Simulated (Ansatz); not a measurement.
pentalene (C₈H₆), SMILES C1=CC2=CC=CC2=C1.

The structure is a stationary point at ωB97X-D3(BJ)/def2-SVP.

Two levels are set side by side: PBE/def2-SVPD (Ansatz, a program for electronic structure) and PBE0/def2-SVPD (Ansatz). Energy differences of separate SCF runs at the same geometry; the states with an electron removed or added have multiplicity 2 and 2. Differences are taken from unrounded values.

| quantity | PBE |
|---|---|
| vertical ionisation energy (eV) | 7.53 |
| vertical electron affinity (eV) | 0.99 |
| vertical singlet–triplet gap (eV) | 1.02 |

### Question
These are the PBE values. What does PBE0 give? (The exact figures need the calculation; the answer reports its results.)

### Answer

| quantity | PBE0 | PBE minus PBE0 |
|---|---|---|
| vertical ionisation energy (eV) | 7.60 | -0.07 |
| vertical electron affinity (eV) | 1.01 | -0.02 |
| vertical singlet–triplet gap (eV) | 1.07 | -0.05 |
